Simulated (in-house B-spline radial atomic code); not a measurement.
Configurations of He, with energies counted from 1s2. Level of theory: Dirac-Hartree-Fock, average of configuration, Gaussian nucleus of rms radius 1.6755 fm; calculated with an all-electron radial atomic-structure program (B-spline basis). Energies include first-order Breit, QED and recoil terms.

| configuration | E - E(ref) (eV) | highest orbital | its <r> (bohr) |
| --- | --- | --- | --- |
| 1s1 (2p1/2)1 | 19.946 | 2p1/2 | 4.806 |
| 1s1 (3p1/2)1 | 21.9 | 3p1/2 | 12.21 |
| 1s1 (4f5/2)1 | 22.593 | 4f5/2 | 18 |
| 1s1 (5g7/2)1 | 22.899 | 5g7/2 | 27.5 |

Problem. Order these further configurations by energy, lowest first.
A. 1s1 (4d5/2)1
B. 1s1 (5p3/2)1
C. 1s1 (5d3/2)1
D. 1s1 (3d3/2)1
E. 1s1 (4p1/2)1

Solution. D (21.931 eV), E (22.579 eV), A (22.593 eV), B (22.892 eV), C (22.899 eV).
